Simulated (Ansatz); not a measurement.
Mulliken charges of CH6B2S, SMILES `BSBC` from ωB97M-V/def2-TZVPP in Ansatz (PBE0-D4/def2-TZVP geometry).

```
atom   x (Å)   y (Å)   z (Å)  charge (e)
  B1  -1.137   1.487  -1.535      -0.151
  S2  -0.545   1.251   0.137      -0.109
  B3   0.224  -0.392   0.093      -0.020
  C4   0.869  -0.996   1.369      -0.306
  H5  -0.969   0.642  -2.357       0.081
  H6  -1.695   2.513  -1.776       0.092
  H7   0.208  -0.980  -0.947       0.078
  H8   0.373  -1.946   1.605       0.114
  H9   0.843  -0.360   2.255       0.106
 H10   1.911  -1.268   1.160       0.114
```

By hand: the dipole of these point charges (1 e Å = 4.8032 D).

Σ q r = (0.092, -0.246, -0.078) e Å, of length 0.274 e Å = 1.32 D.

How does the dipole of the full density compare? (Best estimate.)

Ansatz gave: (0.104, -0.179, 0.072) e Å, 1.05 D; the point charges give 1.26 times that, at 37° from its direction.

Point charges leave out the atoms' own dipoles, such as those of lone pairs, and Mulliken's split depends on the basis, so the two needn't agree.
